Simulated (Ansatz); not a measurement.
System: OsO, charge 0, multiplicity 3. The spin state was set by rule; other spins were not relaxed. 
Coordinates optimised at B3LYP-D3(BJ)/def2-TZVP (Ansatz, a quantum-chemistry and plane-wave program):
SMILES: [O]=[Os]
```xyz
2

Os     0.0000     0.0000    -0.1587
O      0.0000     0.0000     1.5078
```
Charge 0, spin multiplicity 3.

Total electronic energies in hartree. Cores are frozen in the correlated levels unless marked. UHF or UKS for open shells. Spin-orbit coupling is left out. Frozen are the shells of the preceding noble gas and the d and f shells that filled before the atom's block. Past Kr the def2 sets carry scalar-relativistic core potentials. CBS(X,Y): correlation extrapolated as X^-3; Hartree-Fock from the larger set.

The UHF reference is spin-contaminated (<S^2> 0.79 over the pure value in the largest basis). The T1 diagnostic of CCSD in the largest basis is 0.082, which is high, so the coupled-cluster rows are less sure than usual.

| level | program | energy (Eh) |
|---|---|---|
| HF/def2-QZVPP | Ansatz | -164.66788 |
| PBE0/def2-QZVPP | Ansatz | -165.75238 |
| MP2/CBS(def2-TZVPP,def2-QZVPP) | Ansatz | -165.2590 |
| RI-MP2/def2-TZVPPD | Ansatz | -165.11649 |
| SCS-MP2/def2-QZVPP | Ansatz | -165.15995 |
| CCSD/def2-SVPD | Ansatz | -164.95558 |
| CCSD/CBS(def2-TZVPP,def2-QZVPP) | Ansatz | -165.1949 |
| CCSD(T)/def2-SVPD | Ansatz | -164.97580 |
| CCSD(T)/CBS(def2-TZVPPD,def2-QZVPPD) | Ansatz | -165.2289 |

Totals of different functionals don't rank their quality; only differences between species are comparable.
